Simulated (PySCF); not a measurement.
Isomers of C7H11OP, one conformer each; single-point electronic energies without zero-point terms and without any empirical dispersion term.

Level: PBE0/pcSseg-1 in PySCF, non-relativistic, each on one gas-phase PBE0-D3(BJ)/def2-SVP geometry that isn't relaxed in the solvent. The solvent is an IEF-PCM continuum (Bondi radii, 1.10 Å for H, scaled by 1.2). Specific hydrogen bonds and non-electrostatic terms are outside this model.

| isomer | relative energy, gas (kcal/mol) | dipole (D) |
| --- | --- | --- |
| `CC(C)(C)C1=CP=CO1` | 0.0 | 1.87 |
| `C=C/C(OC)=P\C1CC1` | 48.3 | 0.64 |

Question: How do the relative energies look in acetonitrile (ε = 35.69)?

Answer: 
| isomer | relative energy, solvent (kcal/mol) | E(solvent) − E(gas) (kcal/mol) | dipole in solvent (D) |
| --- | --- | --- | --- |
| `CC(C)(C)C1=CP=CO1` | 0.0 | -2.9 | 2.49 |
| `C=C/C(OC)=P\C1CC1` | 47.0 | -4.2 | 1.11 |

The order is unchanged. Conformers: `[CH2:1]=[CH:2]/[C:3]([O:4][CH3:5])=[P:6]\[CH:7]1[CH2:8][CH2:9]1` with C1–C2–C3–O4 2°, C2–C3–O4–C5 180°, C3–P6–C7–C8 -152°. `C=C/C(OC)=P\C1CC1` gains most from the continuum, while `CC(C)(C)C1=CP=CO1` has the largest gas-phase dipole. The gains span 1.3 kcal/mol, the gas-phase energies 48.3 kcal/mol.
